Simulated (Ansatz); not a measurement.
Consider the redistribution: `F[Si](F)([SiH3])Cl` + `C[S][GeH2][Cl]` → `F[Si](F)(Cl)[S][GeH2][Cl]` + `C[SiH3]`.

Calculated with Ansatz (gas phase, PBE0-D4/def2-TZVP geometries, no zero-point term in ΔE). CCSD(T)/CBS is the MP2 limit (def2-TZVPP, def2-QZVPP) plus CCSD(T) − MP2 in def2-TZVPP, frozen cores. This one scheme is used for every species. For Ge outer-core shells are correlated without core-valence functions, which leaves a few kJ/mol of doubt a bond. Scalar relativity is left out up to krypton. One conformer a species, not always the lowest.

```tsv
species	HF/def2-QZVPP energy (Eh)
`F[Si](F)([SiH3])Cl`	-1238.35219
`C[S][GeH2][Cl]`	-2973.35297
`F[Si](F)(Cl)[S][GeH2][Cl]`	-3881.41597
`C[SiH3]`	-330.33275
```

Task: Work out ΔE.

Result: ΔE = (-3881.41597) + (-330.33275) − (-1238.35219) − (-2973.35297) = -0.04356 Eh = -27.3 kcal/mol. CCSD(T)/CBS gives -27.6 kcal/mol.

Largest T1 diagnostic among the species: 0.012.

From PBE to PBE0 (25 % exact exchange), in def2-TZVPP and without D4, ΔE moves by −1.9 kcal/mol. The D4 term adds −2.2 kcal/mol with B3LYP and −1.2 kcal/mol with PBE0; it sums over pairs of atoms, weighted by their polarisabilities, and B3LYP, whose exchange is more repulsive, gets the larger term.

B3LYP here is the variant with VWN-RPA as its local correlation; programs differ in this.
